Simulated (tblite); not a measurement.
A tight-binding relaxation on `C(C)[Si@H]1[SiH2][C@H](Br)[SiH2]O1`.

Computed with GFN2-xTB geometry optimisation, gas phase (tblite 0.8.0). Start geometry: from a force field or distance geometry. A driver script takes a list of jobs; this job's settings line and coordinates (Å) are shown.

Command:
```bash
OMP_NUM_THREADS=1 python probes_run.py task.json out
```

Input:
```
{"job": {"kind": "relax", "xc": "GFN2-xTB", "basis": "xTB"}, "charge": 0, "multiplicity": 1}
C      2.519900     0.232500     1.039900
C      2.116100    -0.769200    -0.012800
Si     0.314800    -0.842600    -0.347700
O     -0.153300    -0.124900    -1.831300
Si    -1.775600     0.278600    -1.804300
C     -2.382600     0.617100    -0.106600
Br    -3.554200    -0.853000     0.367400
Si    -0.880200     0.483700     1.035600
H      1.671200     0.848300     1.402700
H      2.954600    -0.246700     1.951700
H      3.242100     0.921900     0.561800
H      2.527900    -1.758800     0.343900
H      2.651700    -0.531200    -0.937800
H     -0.249200    -2.195900    -0.174000
H     -2.016100     1.523600    -2.592900
H     -2.647000    -0.746900    -2.403400
H     -2.910700     1.578000     0.023000
H     -0.239900     1.775100     1.182800
H     -1.199400    -0.180500     2.294500
```

Output:
```
step      E/eV     max force
  0    -691.41633    2.950
  1    -691.69572    1.244
  2    -691.79923    0.762
  3    -691.89613    0.849
  4    -691.99475    1.101
  5    -692.06941    0.866
  6    -692.10878    0.413
  7    -692.13581    0.455
  8    -692.15845    0.515
  9    -692.18329    0.462
... (145 lines left out)
155    -692.58511    0.013
156    -692.58514    0.011
157    -692.58517    0.012
158    -692.58520    0.014
159    -692.58525    0.018
160    -692.58530    0.018
161    -692.58535    0.014
162    -692.58539    0.012
163    -692.58542    0.011
164    -692.58544    0.010
```

«max force» is the largest atomic force in eV/Å.

Problem. From which step on does the largest force stay under 0.1 eV/Å, and how much energy is left to gain from there?

Solution. From step 119 (0.079 eV/Å), 9.3 meV above the end.

Summary of the converged run: energy lowered by 27.0 kcal/mol over 164 steps; largest atomic force 0.010 eV/Å at the end.

Problem. Where do the atoms end?

Solution. 0.821 Å rms from the input after alignment:
```
atom  x, y, z in Å
C1     2.8875   -0.2301    1.0743
C2     2.0793   -0.1719   -0.2139
Si3    0.2907   -0.7450    0.0551
O4    -0.4614   -0.7483   -1.4177
Si5   -1.8292   -0.0028   -1.8815
C6    -2.5498    0.5873   -0.2082
Br7   -3.7233   -0.8598    0.4437
Si8   -1.1350    0.7636    1.0917
H9     2.4527    0.4188    1.8319
H10    2.9024   -1.2430    1.4690
H11    3.9161    0.0839    0.9060
H12    2.5569   -0.8018   -0.9657
H13    2.1020    0.8467   -0.6065
H14    0.2414   -2.1577    0.4538
H15   -1.4578    1.1545   -2.6913
H16   -2.6508   -1.0099   -2.5312
H17   -3.2078    1.4489   -0.2905
H18   -0.7299    2.1810    1.0551
H19   -1.6940    0.4950    2.4185
```

Problem. Estimate the wall time. Hardware: Arm Neoverse N1, one thread, shared host with 64 logical CPUs at a one-minute load of 55.

Solution. About 3.2 s.
Labels such as C1 count atoms from 1, the log's own numbers from 0.
